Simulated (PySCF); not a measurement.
BClH5NO2Si, SMILES OB(O)N[SiH2]Cl.

Coordinates come from a ωB97X-D3(BJ)/def2-SVP optimisation. This is a generated structure with no PubChem entry under its InChIKey; it may be hypothetical. The values are those of a single conformer.

All values below come from B3LYP/def2-TZVP run with PySCF.

Symmetry labels are those of the subgroup Cs that the program uses (full group Cs).

Computed valence orbital energies around the gap with their symmetry:
```json
[
 {"orbital": "HOMO−7", "symmetry": "A'", "energy (eV)": "-11.05"},
 {"orbital": "HOMO−6", "symmetry": "A'", "energy (eV)": "-10.29"},
 {"orbital": "HOMO−5", "symmetry": "A\"", "energy (eV)": "-10.26"},
 {"orbital": "HOMO−4", "symmetry": "A'", "energy (eV)": "-9.83"},
 {"orbital": "HOMO−3", "symmetry": "A\"", "energy (eV)": "-9.33"},
 {"orbital": "HOMO−2", "symmetry": "A'", "energy (eV)": "-8.75"},
 {"orbital": "HOMO−1", "symmetry": "A\"", "energy (eV)": "-8.49"},
 {"orbital": "HOMO", "symmetry": "A\"", "energy (eV)": "-7.60"},
 {"orbital": "LUMO", "symmetry": "A'", "energy (eV)": "-0.38"},
 {"orbital": "LUMO+1", "symmetry": "A'", "energy (eV)": "0.61"},
 {"orbital": "LUMO+2", "symmetry": "A'", "energy (eV)": "0.92"},
 {"orbital": "LUMO+3", "symmetry": "A'", "energy (eV)": "1.36"}
]
```
